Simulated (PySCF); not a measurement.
C2H8BNO, SMILES COB(C)N. Atoms are numbered in the order given.

```xyz
13

B      0.0472     0.4799     0.0000
C     -0.6853     1.8814     0.0000
H     -1.3418     1.9677    -0.8826
H     -1.3418     1.9677     0.8826
H      0.0004     2.7436     0.0000
O     -0.7545    -0.6393     0.0000
C     -0.2261    -1.9392     0.0000
H      0.3943    -2.1359    -0.8955
H     -1.0583    -2.6598     0.0000
H      0.3943    -2.1359     0.8955
N      1.4569     0.3744     0.0000
H      1.9698    -0.4979     0.0000
H      2.0532     1.1911     0.0000
```

Geometry: B3LYP-D3(BJ)/def2-SVP. The structure was generated by enumeration, and PubChem lists no compound with its InChIKey, so it may never have been made. One conformer was computed; it need not be the lowest.

Two levels are set side by side: PBE/pcSseg-1 (PySCF) and HF/pcSseg-1 (PySCF). GIAO shifts against BF3 (¹¹B), H2O (¹⁷O), NH3 (¹⁵N), TMS (¹H), TMS (¹³C) at the same level; non-relativistic, no solvent, atoms listed together averaged. Differences are taken from unrounded values.

| quantity | PBE |
|---|---|
| δ(¹¹B) of B1 (ppm) | 18.3 |
| δ(¹³C) of C2 (ppm) | 2.0 |
| δ(¹⁷O) of O6 (ppm) | 101.1 |
| δ(¹³C) of C7 (ppm) | 54.6 |
| δ(¹⁵N) of N11 (ppm) | 79.9 |

Question: These are the PBE values. What does HF give? (Estimate from the structure and the level; the computed values follow.)

Answer: 
| quantity | HF | PBE minus HF |
|---|---|---|
| δ(¹¹B) of B1 (ppm) | 21.9 | -3.6 |
| δ(¹³C) of C2 (ppm) | 3.7 | -1.8 |
| δ(¹⁷O) of O6 (ppm) | 52.5 | 48.6 |
| δ(¹³C) of C7 (ppm) | 49.1 | 5.5 |
| δ(¹⁵N) of N11 (ppm) | 62.7 | 17.3 |

Rough cost on one machine, each run with all the roots and properties that it gave: HF against PBE within a factor of 2.
